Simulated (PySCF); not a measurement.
PySCF input:

```python
from pyscf import gto, scf, mp, cc as ccmod

mol = gto.M(
    atom='''
    Al   -0.00000000   -0.00000000   -0.02370278
    O    -0.00000000   -0.00000000   -1.72887262
    F     0.00000000    0.00000000    1.57101302
    ''',
    basis='cc-pvdz',
    charge=1,
    spin=1,
    symmetry='C2v',
    verbose=4,
)

mf = scf.UHF(mol)
mf.conv_tol = 1e-10
mf.max_cycle = 100
mf.kernel()
mp2 = mp.MP2(mf, frozen=7).run()
cc = ccmod.CCSD(mf, frozen=7)
cc.max_cycle = 100
cc.kernel()
et = cc.ccsd_t()
print(f'E(CCSD(T)) = {cc.e_tot + et:.9f}')
```

Which total energy does the run end on?

-416.33497 Eh (CCSD(T)/cc-pVDZ).
